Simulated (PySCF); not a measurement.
# GeBr and its ions

TPSSh; PySCF, no relativity, basis sets Ge def2-TZVPPD, Br def2-TZVPPD. Neutral (UKS): doublet (π ↑), Re = 2.334 Å, ωe = 290 cm⁻¹, De = 3.75 eV, HOMO -4.71 eV, LUMO -3.64 eV.

GeBr⁻ (UKS): triplet (π ↑↑), Re = 2.538 Å, ωe = 197 cm⁻¹, De = 1.70 eV to Ge + Br⁻. The energies at the minima are -4651.03928 hartree for GeBr and -4651.09135 for GeBr⁻.

Q: Work out the adiabatic electron affinity, without and with harmonic zero-point energies (1 hartree = 27.2114 eV, 1 eV = 8065.5 cm⁻¹), and the change of the bond length.

A: At TPSSh: 0.05207 hartree = 1.417 eV between the minima; the zero-point term (290.0 − 197.0)/2 cm⁻¹ = +0.006 eV makes it 1.423 eV. Re changes by +20.4 pm against the neutral. The electron enters a π orbital, and the longer bond of the ion fits an antibonding orbital, or a change in how ionic the bond is.

Spin–orbit coupling is left out. For an ion De counts to the pair picked by the measured ionisation energies or electron affinities, which need not be the lowest pair at this level. The highest Kohn–Sham level is positive in this anion. Much of that is self-interaction error, but it also means that the finite basis helps to hold the extra electron. States were picked by a PBE0 search and need not be the measured ground states.
